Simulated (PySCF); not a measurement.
## Radial density of Cl⁺ (chlorine, charge +1)

B3LYP, [Ne] 3s1 3p4 3d1, one real determinant (an excited configuration). All numbers are calculated (PySCF 2.14, no relativity, point nucleus, in dyall-av2z (13s9p2d, 50 functions)).

```json
{"r (bohr)": "0.00178", "4πr²ρ (e/bohr)": "0.1203", "4πr²(ρα − ρβ)": "0.0005"}
{"r (bohr)": "0.00299", "4πr²ρ (e/bohr)": "0.3259", "4πr²(ρα − ρβ)": "0.0014"}
{"r (bohr)": "0.00503", "4πr²ρ (e/bohr)": "0.8614", "4πr²(ρα − ρβ)": "0.0037"}
{"r (bohr)": "0.00846", "4πr²ρ (e/bohr)": "2.167", "4πr²(ρα − ρβ)": "0.0092"}
{"r (bohr)": "0.0142", "4πr²ρ (e/bohr)": "5.044", "4πr²(ρα − ρβ)": "0.0213"}
{"r (bohr)": "0.0239", "4πr²ρ (e/bohr)": "10.27", "4πr²(ρα − ρβ)": "0.0428"}
{"r (bohr)": "0.0403", "4πr²ρ (e/bohr)": "16.81", "4πr²(ρα − ρβ)": "0.0687"}
{"r (bohr)": "0.0677", "4πr²ρ (e/bohr)": "19.46", "4πr²(ρα − ρβ)": "0.0831"}
{"r (bohr)": "0.114", "4πr²ρ (e/bohr)": "14.99", "4πr²(ρα − ρβ)": "0.1366"}
{"r (bohr)": "0.192", "4πr²ρ (e/bohr)": "14.51", "4πr²(ρα − ρβ)": "0.3988"}
{"r (bohr)": "0.322", "4πr²ρ (e/bohr)": "19.18", "4πr²(ρα − ρβ)": "0.4756"}
{"r (bohr)": "0.542", "4πr²ρ (e/bohr)": "10.14", "4πr²(ρα − ρβ)": "-0.0081"}
{"r (bohr)": "0.912", "4πr²ρ (e/bohr)": "3.371", "4πr²(ρα − ρβ)": "1.4369"}
{"r (bohr)": "1.53", "4πr²ρ (e/bohr)": "3.793", "4πr²(ρα − ρβ)": "2.4892"}
{"r (bohr)": "2.58", "4πr²ρ (e/bohr)": "1.144", "4πr²(ρα − ρβ)": "0.7829"}
{"r (bohr)": "4.34", "4πr²ρ (e/bohr)": "0.07495", "4πr²(ρα − ρβ)": "0.0555"}
{"r (bohr)": "7.30", "4πr²ρ (e/bohr)": "5.768e-05", "4πr²(ρα − ρβ)": "0.0001"}
```

⟨L²⟩ = 8.00 against 12 for a pure F term, so this real determinant mixes terms. The outer electron is Rydberg-like, and this basis confines it to a smaller radius and binds it less than a complete one would.

Question: Where is the radial spin density 4πr²(ρα − ρβ) most negative, and why is it negative at all?

Answer: Around r = 0.542 bohr, down to -0.0081 e/bohr: exchange with the open shell polarises the paired shells in an unrestricted calculation.
